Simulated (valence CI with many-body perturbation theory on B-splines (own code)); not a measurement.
Sm XXII: magnetic and hyperfine properties of the levels

Calculated by configuration interaction combined with many-body perturbation theory (CI+MBPT): five valence electrons over a frozen Dirac-Fock core [Kr], a basis of 7 s, 7 p, 8 d, 6 f, 4 g, 1 h functions for each j, with the one-electron correlation potential Σ1, the two-electron term Σ2, the three-electron term Σ3, Breit, model QED; selected CI, second order for the rest (own B-spline code, finite nucleus).

No measured spectrum was set against this ion. As an estimate, terms of the open shell hold to 2 to 4 % of their energy, and close levels can change places. Core correlation moves these levels by up to 12000 cm⁻¹, and in measured spectra 5 to 20 % of such shifts remained as error; rates that hang on mixing are uncertain with them. Among the levels kept, up to 270 cm⁻¹ of a level comes from second order outside the variational space, and about a tenth of that is noise between levels of different J, which matters for small intervals. Only levels of the ground parity were solved; by the run's estimate the other parity begins above the list, which can be wrong where configurations are misplaced.

A/g_I is the dipole constant over the nuclear g factor μ/I (μ in nuclear magnetons, uniformly magnetised nucleus), B/Q the quadrupole constant per barn. Both hold the static response of the core; the bare values leave it out. Large factors of s and p1/2 electrons are usually good to 5 to 10 %; those of open d and f shells near neutrality can be off by tens of per cent, and small factors of p3/2, d and f electrons come from cancelling terms and can be off by a factor of two or in sign, in half-filled shells by more. B is blank for J = 1/2, where it vanishes, and for nearly pure S terms. Energies count from the lowest level.

Levels are named by their leading jj configuration (3d3/2^4 stands for four electrons in 3d with j = 3/2), which in mixed levels can hold well under half, so a name can repeat and another be missing. Letters in brackets count levels of one name in rising energy.

| Level | E (cm⁻¹) | g | A/g_I (MHz) | A/g_I bare | B/Q (MHz/b) | B/Q bare |
| --- | --- | --- | --- | --- | --- | --- |
| (4d3/2^4 4d5/2) J=5/2 [a] | 0.0 | 1.752 | 489 | 1530 | 2300 | 2160 |
| (4d3/2^4 4d5/2) J=5/2 [b] | 37776 | 1.134 | 3470 | 3560 | 5970 | 5680 |
| (4d3/2^3 4d5/2^2) J=7/2 [a] | 60922 | 1.133 | 4560 | 4650 | 7310 | 6980 |
| (4d3/2^3 4d5/2^2) J=3/2 [a] | 63362 | 1.286 | 4850 | 5170 | 6150 | 5870 |
| (4d3/2^3 4d5/2^2) J=11/2 | 65536 | 1.168 | 5400 | 5530 | -103 | -126 |
| (4d3/2^3 4d5/2^2) J=9/2 | 71169 | 1.160 | 4900 | 5020 | 6460 | 6160 |
| (4d3/2^3 4d5/2^2) J=5/2 | 71958 | 1.111 | 4670 | 4720 | 1970 | 1890 |
| (4d3/2^3 4d5/2^2) J=1/2 | 77220 | 1.778 | -2440 | -1350 |  |  |
| (4d3/2^3 4d5/2^2) J=7/2 [b] | 88561 | 1.166 | 5180 | 5320 | -3690 | -3510 |
| (4d3/2^2 4d5/2^3) J=5/2 [a] | 94474 | 1.223 | 3520 | 3750 | -133 | -129 |
| (4d3/2^2 4d5/2^3) J=7/2 [a] | 103110 | 1.188 | 4430 | 4600 | -4220 | -4030 |
| (4d3/2^2 4d5/2^3) J=11/2 | 105750 | 1.046 | 5810 | 5760 | 430 | 417 |
| (4d3/2^3 4d5/2^2) J=3/2 [b] | 108100 | 0.846 | 9710 | 9340 | -5950 | -5680 |
| (4d3/2^2 4d5/2^3) J=1/2 [a] | 110940 | 0.740 | 12200 | 11700 |  |  |
| (4d3/2^2 4d5/2^3) J=9/2 [a] | 111400 | 1.149 | 4810 | 4910 | -1250 | -1200 |
| (4d3/2^2 4d5/2^3) J=3/2 [a] | 116660 | 1.163 | 4780 | 4910 | 878 | 834 |
| (4d3/2^2 4d5/2^3) J=13/2 | 117220 | 1.075 | 6010 | 6000 | -8.49 | -0.528 |
| (4d3/2^2 4d5/2^3) J=5/2 [b] | 121800 | 1.012 | 6330 | 6220 | -1640 | -1550 |
| (4d3/2^2 4d5/2^3) J=9/2 [b] | 134770 | 1.108 | 5420 | 5460 | 758 | 725 |
| (4d3/2^2 4d5/2^3) J=7/2 [b] | 138160 | 0.992 | 7340 | 7200 | -504 | -480 |
| (4d3/2^2 4d5/2^3) J=5/2 [c] | 140280 | 1.038 | 6240 | 6180 | 1670 | 1580 |
| (4d3/2^2 4d5/2^3) J=3/2 [b] | 147980 | 0.784 | 9520 | 9060 | 541 | 533 |
| (4d3/2 4d5/2^4) J=5/2 [a] | 153070 | 1.197 | 2860 | 3050 | -4290 | -4080 |
| (4d3/2^2 4d5/2^3) J=7/2 [c] | 153910 | 1.069 | 6500 | 6480 | 2150 | 2050 |
| (4d3/2^2 4d5/2^3) J=1/2 [b] | 155030 | 1.893 | -2940 | -1670 |  |  |
| (4d3/2^2 4d5/2^3) J=9/2 [c] | 167370 | 1.099 | 5490 | 5520 | 4750 | 4550 |
| (4d3/2 4d5/2^4) J=7/2 [a] | 169170 | 1.195 | 4120 | 4290 | -10600 | -10100 |
| (4d3/2 4d5/2^4) J=11/2 | 175190 | 1.067 | 5880 | 5860 | -317 | -264 |
| (4d3/2 4d5/2^4) J=3/2 [a] | 180770 | 0.866 | 6690 | 6360 | -6460 | -6170 |
| (4d3/2 4d5/2^4) J=5/2 [b] | 192250 | 1.122 | 5140 | 5200 | 5450 | 5210 |
| (4d3/2 4d5/2^4) J=9/2 | 196140 | 1.110 | 5220 | 5260 | -10700 | -10200 |
| (4d3/2^2 4d5/2^3) J=5/2 [d] | 202480 | 1.101 | 4650 | 4680 | -2700 | -2560 |
| (4d3/2^2 4d5/2^3) J=3/2 [c] | 207850 | 1.224 | 4720 | 4930 | -4800 | -4590 |
| (4d3/2 4d5/2^4) J=7/2 [b] | 208090 | 0.957 | 6980 | 6790 | 9510 | 9080 |
| (4d3/2 4d5/2^4) J=1/2 | 232450 | 0.917 | 56.8 | -174 |  |  |
| (4d5/2^5) J=5/2 | 254990 | 1.178 | 4050 | 4200 | -8590 | -8190 |
| (4d3/2 4d5/2^4) J=3/2 [b] | 261020 | 0.882 | 9680 | 9370 | 9650 | 9210 |

(1) Take the isotope of mass number 147, with I = 7/2, μ = -0.809 μN and Q = -0.26 b. What is the hyperfine structure of (4d3/2^3 4d5/2^2) J=3/2 [a]?

## Answers

(1) From the table A = -1120 MHz, B = -1600 MHz. Shifts from the centre of gravity in MHz: F = 2: 6700, F = 3: 4490, F = 4: 463, F = 5: -6280.
